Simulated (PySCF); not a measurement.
Gas-phase reaction: 3 GeF2 + 3 F2O → 3 GeF4 + O3

Method: PySCF energies (xtb for GFN2) plus ideal-gas RRHO corrections (1 bar). † marks an energy on the PBE0/def2-TZVP geometry and frequencies; other levels use their own. MP2 and CCSD(T) freeze the core. All species are closed-shell singlets. Ge: all electrons, no relativistic terms. MP2 isn't extrapolated to the basis-set limit; its ΔH°(298 K) is -2168.6 kJ in def2-SVP and -2175.9 kJ in def2-TZVPP. CCSD(T) isn't extrapolated to the basis-set limit; its ΔH°(298 K) is -1974.2 kJ in def2-SVP and -2006.0 kJ in def2-TZVPP. The harmonic model lacks anharmonicity and excited electronic states, which grow with temperature; levels with a mode under 35 cm⁻¹ are left out. Strong static correlation: O3. Warning, large T1 diagnostic: O3 (CCSD(T)/def2-SVP†).

ΔH° and ΔS° at 298 K: CCSD(T)/def2-SVP† -1974 kJ, -404 J/K; GFN2-xTB -937 kJ, -371 J/K; M06-2X/def2-TZVP† -2034 kJ, -404 J/K; MP2/def2-SVP† -2169 kJ, -404 J/K; PBE/def2-TZVP† -1723 kJ, -404 J/K; PBE0/def2-QZVP† -1877 kJ, -404 J/K.

Task: With the heat capacities included, give log10 K (1 bar) at 500, 800, 1000, 1400, 1600 K from CCSD(T)/def2-SVP†, GFN2-xTB, M06-2X/def2-TZVP†, MP2/def2-SVP†, PBE/def2-TZVP†, PBE0/def2-QZVP†.

Result: 
```
T (K)  CCSD(T)/def2-SVP†  GFN2-xTB  M06-2X/def2-TZVP†  MP2/def2-SVP†  PBE/def2-TZVP†  PBE0/def2-QZVP†
-----  -----------------  --------  -----------------  -------------  --------------  ---------------
500                185.3      78.6              191.5          205.6           159.0            175.1
800                108.2      42.3              112.1          120.9            91.8            101.8
1000                82.6      30.3               85.7           92.8            69.5             77.5
1400                53.5      16.7               55.7           60.7            44.1             49.9
1600                44.4      12.5               46.4           50.8            36.2             41.3
```
